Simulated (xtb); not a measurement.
xtb input (GFN2-xTB):

```bash
xtb mol.xyz --gfn 2 --ohess tight --chrg 1 --uhf 0
```
mol.xyz:
```
3

In    -0.00172600    -0.03034788     0.01414524
F     -0.20625411     1.51508746    -1.32633711
F      0.24544234    -1.53697125     1.29627379
```

End of the output:

```
optimized geometry written to: xtbopt.xyz

           -------------------------------------------------
          | TOTAL ENERGY              -10.167318474638 Eh   |
          | TOTAL ENTHALPY            -10.159916448836 Eh   |
          | TOTAL FREE ENERGY         -10.191928215453 Eh   |
          | GRADIENT NORM               0.000086447261 Eh/α |
          | HOMO-LUMO GAP               1.544339604908 eV   |
           -------------------------------------------------

------------------------------------------------------------------------
------------------------------------------------------------------------
 total:
 SCF:
 ANC optimizer:
 analytical hessian:
```

It need not be the lowest isomer of its formula.
